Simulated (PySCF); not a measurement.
bis(trichlorosilyl)methane (CH2Cl6Si2), singlet, geometry from GFN2-xTB. Base run: PySCF with PBE/STO-3G.

Here is a job for PySCF.
```python
from pyscf import gto, scf, dft

mol = gto.Mole()
mol.atom = '''
    Cl    3.260520   -0.537385   -1.133368
    Si    1.607106    0.236495   -0.268361
    Cl    2.000356    0.665270    1.659763
    Cl    1.070948    1.914459   -1.244470
    C     0.222534   -1.078709   -0.369507
    Si   -1.540598   -0.558887    0.157927
    Cl   -2.292451    0.750632   -1.174752
    Cl   -1.521724    0.270632    1.992963
    Cl   -2.691999   -2.218463    0.189364
    H     0.524084   -1.934155    0.236603
    H     0.173553   -1.447570   -1.394999
'''
mol.basis = 'sto-3g'
mol.charge = 0
mol.spin = 0
mol.verbose = 3
mol.build()

mf = dft.RKS(mol)
mf.xc = 'pbe'
mf.kernel()
```

Each row names what was changed in the base input (with any setting that the change needs).

| change | ΔE vs base (mEh) | fitting functions | dipole (D) |
|---|---|---|---|
| base | 0.000 | - | 2.12 |
| auxbasis = cc-pvtz-ri | -87.434 | 1117 | 2.12 |
| auxbasis = cc-pvqz-jkfit | -1.131 | 1392 | 2.12 |
| auxbasis = even-tempered beta=3.0 | -86.456 | 447 | 2.15 |
| auxbasis = def2-tzvp-ri | -183.9 | 1010 | 2.12 |
| auxbasis = even-tempered beta=2.0 | -4.404 | 716 | 2.12 |
| auxbasis = def2-universal-jfit | -11.482 | 479 | 2.12 |
| auxbasis = cc-pvtz-jkfit | -1.223 | 1107 | 2.12 |
| auxbasis = default (with mf = mf.density_fit()) | -6.632 | 1135 | 2.12 |
| auxbasis = def2-universal-jkfit | -6.632 | 1135 | 2.12 |

A fitting set is made for a task (jfit for Coulomb, jkfit for Coulomb and exchange, ri for correlation) and for a family of orbital bases.
